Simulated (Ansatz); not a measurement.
Consider the redistribution: `N[SiH2][SeH]` + `N=[CH][AlH][OH]` → `N=C[SiH2][SeH]` + `[NH2][AlH][OH]`.

Computed with Ansatz on PBE0-D4/def2-TZVP structures; ΔE is electronic, products minus reactants. CBS: MP2 limit from def2 TZ/QZ plus the TZ coupled-cluster correction, frozen cores. This one scheme is used for every species. Functionals use def2-TZVPP. For Se outer-core shells are correlated without core-valence functions, which leaves a few kJ/mol of doubt a bond. Scalar relativity is left out up to krypton. Each species was taken in one conformer, which may not be the lowest.

```
             level  ΔE (kJ/mol)
           PBE0-D4        -38.4
           ωB97X-V        -38.2
           ωB97M-V        -37.2
               PBE        -37.4
    MP2/def2-TZVPP        -41.5
SCS-MP2/def2-TZVPP        -41.0
   CCSD/def2-TZVPP        -40.4
    CCSD/CBS(def2)        -40.6
```

Problem. What does CCSD(T)/CBS give? (Estimate.)

Solution. Ansatz gave: -40.2 kJ/mol. The listed levels differ from it by 1.8, 2.0, 3.0, 2.8, -1.3, -0.8, -0.2, -0.4 kJ/mol.

Largest T1 diagnostic among the species: 0.013.
